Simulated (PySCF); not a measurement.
# MPb for M along group 15

PBE0 with double-zeta basis sets in PySCF, for the lowest determinant that a PBE0 search found; no spin–orbit coupling. De refers to high-spin ground-configuration atoms. A positive dipole means M(−)Pb(+).

| M | basis | state (unpaired electrons) | Re (Å) | ωe (cm⁻¹) | De (eV) | μ (D) |
| --- | --- | --- | --- | --- | --- | --- |
| P | def2-SVP | doublet (π ↑) | 2.432 | 367 | 2.45 | 2.70 |
| As | def2-SVP | doublet (π ↑) | 2.521 | 247 | 2.34 | 2.42 |
| Bi | def2-SVP | doublet (π ↑) | 2.784 | 154 | 1.97 | 1.45 |

(1) The row for M = Sb is missing. Estimate Re, ωe and De as the mean of the rows for As and Bi, and compare with the calculation.

These are scalar-relativistic numbers at best; spin–orbit coupling would shift them, the dissociation energy most. States were picked by a PBE0 search and need not be the measured ground states.

Answers

(1) The means are 2.652 Å, 200 cm⁻¹ and 2.15 eV. PBE0 in def2-SVP gives SbPb as a doublet (π ↑) with Re = 2.709 Å, ωe = 190 cm⁻¹, De = 2.12 eV, so the estimate is off by -5.6 pm, +5 % and +0.03 eV.
